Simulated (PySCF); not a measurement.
## Calculated properties of `O=C([SiH2]O)C(F)(F)F`

Compound: C2H3F3O2Si.
SMILES with atom numbers: `[O:1]=[C:2]([SiH2:3][OH:4])[C:5]([F:6])([F:7])[F:8]` (hydrogens: H9, H10 on Si3; H11 on O4)

Structural features include: CF3 group, C–F bond, Si–H bond and C–Si bond.

From PBE0-D3(BJ)/def2-SVP geometry optimisation, gas phase (PySCF):

* Rotational constants A, B, C: 3.191, 1.068, 0.941 GHz

PBE0/def2-SVPD ground state and vertical TDDFT (core frozen in the response) (PySCF):

- Dipole moment: 1.07 D
- HOMO energy: -8.35 eV
- LUMO energy: -2.63 eV
- HOMO–LUMO gap: 5.72 eV
- Lowest singlet excitation: 3.51 eV (353 nm, f = 0.001)
- Static isotropic polarisability: 59.2 au
- Electronic spatial extent ⟨r²⟩ about the centre of nuclear charge: 1178 bohr²

Monoisotopic mass from the formula: 143.9854 u.

The principal polarisabilities are 50.2, 61.2 and 66.3 au; their mean is the isotropic value. With B = h/(8π²I), that is 505.379 GHz u Å² over I, the principal moments of inertia are 158.4, 473.4 and 537.2 u Å² (most abundant isotopes). No computed singlet falls in the visible range (750 to 380 nm, 1.65 to 3.26 eV); S1 lies 0.25 eV above its blue end. The dipole equals about 3.6 × 10⁻³⁰ C·m (1 D = 3.33564 × 10⁻³⁰ C·m). S1 lies 2.21 eV below the HOMO–LUMO gap; its leading configuration is HOMO→LUMO, weight 0.98. The polarisability is 8.78 Å³ as a volume (1 au = 0.148185 Å³), or 0.82 au for each of the 72 electrons. The largest Löwdin shares of the HOMO are 0.46 on O1, 0.18 on C2, 0.12 on Si3 and 0.09 on C5.

For the geometry optimisation (PBE0-D3(BJ)/def2-SVP), the run took about 50 s of CPU time (one thread, shared machine).

Conformer computed: `[O:1]=[C:2]([SiH2:3][OH:4])[C:5]([F:6])([F:7])[F:8]`: O1–C2–Si3–O4 0°, O1–C2–C5–F6 123°, H–O4–Si3–C2 0°.

One conformer stands for the species.
